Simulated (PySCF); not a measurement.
C4H9NSTi: core ionisation energies

Compound: Ti(NCS)Me3, C4H9NSTi (singlet state).
Cartesian coordinates in Å at the PBE0-D3(BJ)/def2-SVP level; atoms count from 1:
```
atom  x, y, z in Å
Ti1    0.000    0.006    0.050
N2     0.006    0.000    1.961
C3    -0.001   -0.028    3.163
S4    -0.008   -0.063    4.738
C5     1.891   -0.010   -0.722
H6     1.836   -0.158   -1.815
H7     2.478   -0.827   -0.269
H8     2.382    0.955   -0.508
C9    -0.940    1.654   -0.712
H10   -0.812    1.675   -1.808
H11   -0.509    2.570   -0.274
H12   -2.016    1.605   -0.470
C13   -0.958   -1.630   -0.713
H14   -1.976   -1.704   -0.293
H15   -0.389   -2.538   -0.450
H16   -1.018   -1.540   -1.811
```

Level of theory: delta-SCF UKS SCAN, pcX-2 on the ionised atom (unc-x2c-TZVPall on a metal), pcseg-1 elsewhere, spin-free X2C in PySCF. Each binding energy is the total energy of the core-ionised species, with the hole localised on one atom, minus that of the ground state; both are solved self-consistently, so orbital relaxation is included.

Problem. List the computed XPS lines with their assignment.

Solution. 
| atom(s) | bonded to | level | binding energy (eV) | 2p1/2 (eV) | above the level's lowest (eV) | count |
| --- | --- | --- | --- | --- | --- | --- |
| S4 | C | S 1s | 2476.89 | – | 0.00 | 1 |
| Ti1 | N and 3 C | Ti 2p3/2 | 461.86 | 467.58 | 0.00 | 1 |
| N2 | C and Ti | N 1s | 404.39 | – | 0.00 | 1 |
| C3 | N and S | C 1s | 292.84 | – | +3.47 | 1 |
| C5/C9/C13 | 3 H and Ti | C 1s | 289.37 | – | 0.00 | 3 |

The listed C 1s values span 3.47 eV, from C5/C9/C13 (bonded to 3 H and Ti) to C3 (bonded to N and S).

Problem. Which photon energy gives electrons from C 1s of C5/C9/C13 a kinetic energy of 150 eV, and what is their de Broglie wavelength?

Solution. hν = 289.37 + 150 = 439.37 eV, recoil neglected; λ = 12.264 Å/√(E/eV) = 1.00 Å.

Atoms equivalent by their bonding share one computed value, that of the first of them. Not every level is listed. Spin contamination (⟨S²⟩ against 0.75 for a pure doublet) is marked for Ti 2p3/2 of Ti1 (0.93), which makes this value less certain. Spin–orbit coupling isn't in the SCF: each 2p doublet comes from a relaxed spin-free hole plus a matrix of the shell (mean-field spin–orbit coupling and the ground-state 2p splitting), with 2p3/2 averaged over its two sublevels. 2p1/2 minus 2p3/2 (ligand field included): Ti 5.72 eV. Satellites of the metal's 2p lines aren't described. Isolated species at its PBE0-D3(BJ)/def2-SVP geometry, gas phase. Metal 2p energies of this one-determinant scheme are less reliable than its 1s energies.
